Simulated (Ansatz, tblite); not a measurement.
Removing and adding an electron: Ca₄Te₄. Charge 0, multiplicity 1. Geometry: r2SCAN-D4/def2-SVP. Ansatz, gas phase; energy differences of separate SCF runs; the oxidised species was run as a doublet alone; the reduced species was run as a doublet alone.

```tsv
atom	x (Å)	y (Å)	z (Å)
Ca1	-0.075	2.212	0.673
Ca2	0.328	-0.098	-2.289
Ca3	1.744	-1.076	1.077
Ca4	-1.997	-1.038	0.539
Te5	-0.403	0.121	2.819
Te6	-2.147	1.325	-1.326
Te7	2.459	1.278	-0.663
Te8	0.092	-2.724	-0.830
```

In the def2 sets Te takes a core potential; there is no spin–orbit coupling. The xTB rows come from tblite. The structure comes from a short search, and lower isomers may exist.

Question: Estimate orbital energies and vertical ionisation energies and electron affinities at: GFN1-xTB; GFN2-xTB; PBE-D4/def2-SVP; PBE0-D4/def2-SVP.

Answer: 
```json
{"level": "GFN1-xTB", "−HOMO (eV)": "7.24", "vertical IE (eV)": "9.07", "−LUMO (eV)": "4.07", "vertical EA (eV)": "2.31", "HOMO–LUMO gap (eV)": "3.17", "IE − EA (eV)": "6.76", "remarks": "–"}
{"level": "GFN2-xTB", "−HOMO (eV)": "6.36", "vertical IE (eV)": "8.87", "−LUMO (eV)": "4.16", "vertical EA (eV)": "1.74", "HOMO–LUMO gap (eV)": "2.20", "IE − EA (eV)": "7.14", "remarks": "–"}
{"level": "PBE-D4/def2-SVP", "−HOMO (eV)": "4.83", "vertical IE (eV)": "–", "−LUMO (eV)": "2.03", "vertical EA (eV)": "0.85", "HOMO–LUMO gap (eV)": "2.80", "IE − EA (eV)": "–", "remarks": "HOMO above zero (-1 doublet)"}
{"level": "PBE0-D4/def2-SVP", "−HOMO (eV)": "5.75", "vertical IE (eV)": "7.10", "−LUMO (eV)": "1.54", "vertical EA (eV)": "0.71", "HOMO–LUMO gap (eV)": "4.21", "IE − EA (eV)": "6.38", "remarks": "HOMO above zero (-1 doublet)"}
```

Run but left out: PBE-D4/def2-SVP (charge +1 doublet: an occupied level 0.02 eV above an empty one).   A HOMO above zero means that the electron is unbound at that level or that self-interaction error raises the level; the energy of removing that electron tells which. Raw xTB energy differences between charge states are shifted by several eV; the methods need an empirical correction for them. Sets without diffuse functions give affinities that are too small.
